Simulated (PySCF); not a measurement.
Do core-level shifts follow atomic charges?

C₃H₇F₃OSi.
Cartesian coordinates in Å at the PBE0-D3(BJ)/def2-SVP level; atoms count from 1:
```xyz
15
C3H7F3OSi angstrom
C      2.681   -0.109    0.746
Si     1.280    0.529   -0.295
O     -0.142   -0.101    0.335
C     -1.400    0.145   -0.190
C     -2.442   -0.557    0.653
F     -2.434   -0.119    1.910
F     -2.255   -1.875    0.678
F     -3.657   -0.323    0.143
H      2.569    0.214    1.792
H      3.641    0.272    0.366
H      2.713   -1.209    0.723
H      1.407    0.101   -1.725
H      1.199    2.025   -0.267
H     -1.513   -0.230   -1.224
H     -1.661    1.220   -0.191
```

Binding energies: PySCF 2.14.0, delta-SCF UKS SCAN, pcX-2 on the ionised atom, pcseg-1 elsewhere, spin-free X2C. Charges: PBE0/pcSseg-1 ground-state density, for the ionised atom.

| atom | environment | C 1s (eV) | Mulliken (e) | IAO (e) | Hirshfeld (e) | ESP (e) |
| --- | --- | --- | --- | --- | --- | --- |
| C1 | Si-methyl carbon | 290.61 | -0.640 | -0.728 | -0.206 | -0.719 |
| C4 | sp3 carbon bound to oxygen | 293.30 | +0.029 | -0.089 | -0.020 | -0.279 |
| C5 | CF3 carbon | 298.20 | +0.771 | +0.814 | +0.252 | +0.644 |

**Question.** Give the correlation coefficient and slope of binding energy on charge for each scheme.

**Answer.** ESP: r = 1.00, slope 5.5 eV per e; Hirshfeld: r = 1.00, slope 16.7 eV per e; IAO: r = 1.00, slope 5.0 eV per e; Mulliken: r = 0.99, slope 5.4 eV per e. On 3 points no scheme stands out.

**Question.** The point-charge model writes a binding energy as kq + V + constant, with V the potential of the other atoms' charges at the site. What does it give with the ESP charges?

**Answer.** V = Σ 14.40 eV Å × q/r over all other atoms: +10.18 eV at C1, +4.56 eV at C4, -8.11 eV at C5. Fitting binding energy − V to q gives k = 19.0 eV per e and leaves an rms residual of 0.02 eV, against 0.11 eV for the fit on q alone. The model has no term for differences in relaxation between sites.

One conformer (not necessarily the lowest) at the PBE0-D3(BJ)/def2-SVP geometry, without solvent, vibrations or thermal averaging.
